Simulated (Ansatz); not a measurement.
A made-up structure of CH3GaO, singlet:

| atom | x (Å) | y (Å) | z (Å) |
| --- | --- | --- | --- |
| O1 | 0.0441 | -1.7083 | 0.6681 |
| C2 | -0.4877 | -0.9425 | -0.1037 |
| Ga3 | 0.3372 | 0.8924 | -0.0166 |
| H4 | 0.3427 | 0.9534 | 1.5121 |
| H5 | 1.6133 | 1.1775 | -0.8784 |
| H6 | -0.1809 | 1.8925 | 1.0714 |

It is relaxed with PBE-D4/def2-SVP and then PBE0-D4/def2-TZVP (Ansatz 0.2.0). Atoms count as bonded within 1.22 times the sum of their covalent radii (H–H: 0.88 Å). The end point is not checked to be a true minimum.

(1) Does its bonding change? (Judge from chemistry; the calculation decides.)

## Answers

(1) Computed: No: no bond forms or breaks.

Where it ends: The first stage lowers the energy by 3.85 eV in 10 steps. It ends as CH₃GaO ([O][C][GaH3]):
```
6
angstrom
O -0.6245 -1.9188 0.1277
C -0.2171 -0.8816 0.2346
Ga 0.5898 1.1704 0.4614
H 1.2486 0.9001 1.8633
H 1.4840 1.1159 -0.8304
H -0.8121 1.8790 0.3963
```

Labels in which every atom is bracketed show which atoms are joined, not bond orders.

For scale, one of the runs: PBE0-D4/def2-TZVP relaxation, 128 basis functions, launched by `ansatz run in.yaml --threads 2 --pin off --events-out ev --progress --plain --max-ram 4352MiB`. The run took about 14 s on 2 CPU threads of an Arm Neoverse V1 (shared host).
